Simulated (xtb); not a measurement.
GeO₂, SMILES [O]=[Ge]=[O]. All values are semi-empirical tight-binding results from xtb (GFN2-xTB unless named), good for trends rather than for accurate numbers. The structure is a stationary point at GFN2-xTB.

Optimised geometry:

Bonds (Å): Ge1–O2 1.568, Ge1–O3 1.568. Angles (°): O2–Ge1–O3 180.0.
Charge 0, spin multiplicity 1.

For metal compounds this method's bond lengths and energies can be far off.

**Question.** Estimate the properties. (The exact figures need the calculation; the answer reports its results.)

**Answer.** 
```
Item                                            Value
-------------------------------------  --------------
point group as xtb finds it                       D∞h
orbital gap                                   5.14 eV
zero-point energy                        3.2 kcal/mol
G − E(el) at 298.15 K (modified RRHO)  -11.6 kcal/mol
```

**Question.** Give the atomic charges and the Wiberg bond orders between heavy atoms. (The exact figures need the calculation; the answer reports its results.)

**Answer.** charges (e) Ge1 0.46, O2 -0.23, O3 -0.23. Bond orders Ge1–O2 2.02, Ge1–O3 2.02, O2–O3 0.33.
